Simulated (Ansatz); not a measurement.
Start from `C=[CH][AlH][CH2][SiH3]` and change one atom or group to get `[SiH3][CH2][AlH][SiH2]Cl`.

Ansatz, PBE0-D4/def2-TZVP geometries, multiplicity 1. Each molecule was computed in one conformer, which needn't be the lowest. `[SiH3][CH2][AlH][SiH2]Cl` holds a close contact that its SMILES doesn't draw: Cl···Al 2.50 Å.

| property | `C=[CH][AlH][CH2][SiH3]` |
| --- | --- |
| LUMO energy (PBE0/def2-TZVPP) / eV | -1.51 |
| LUMO energy (B3LYP/def2-TZVPP) / eV | -1.71 |
| LUMO energy (ωB97M-V/def2-TZVPP) / eV | 0.21 |
| HOMO energy (PBE0/def2-TZVPP) / eV | -7.86 |
| size of the dipole moment (PBE/def2-TZVPP) / D | 1.16 |
| size of the dipole moment (ωB97M-V/def2-TZVPP) / D | 1.13 |

Task: Give the same properties after the change, and the shifts. (Best estimate.)

Result: Ansatz gave: 
| property | `[SiH3][CH2][AlH][SiH2]Cl` | shift |
| --- | --- | --- |
| LUMO energy (PBE0/def2-TZVPP) / eV | -1.10 | 0.41 |
| LUMO energy (B3LYP/def2-TZVPP) / eV | -1.29 | 0.42 |
| LUMO energy (ωB97M-V/def2-TZVPP) / eV | 0.68 | 0.47 |
| HOMO energy (PBE0/def2-TZVPP) / eV | -7.35 | 0.51 |
| size of the dipole moment (PBE/def2-TZVPP) / D | 1.38 | 0.22 |
| size of the dipole moment (ωB97M-V/def2-TZVPP) / D | 1.60 | 0.47 |

With PBE0 the HOMO rises by 0.51 eV and the LUMO rises by 0.41 eV, so the gap narrows by about 0.10 eV. PBE moves the HOMO by 0.33 eV and ωB97M-V by 0.70 eV. Dipoles are sizes alone; their direction can turn.

B3LYP here is the variant with VWN-RPA as its local correlation; programs differ in this.
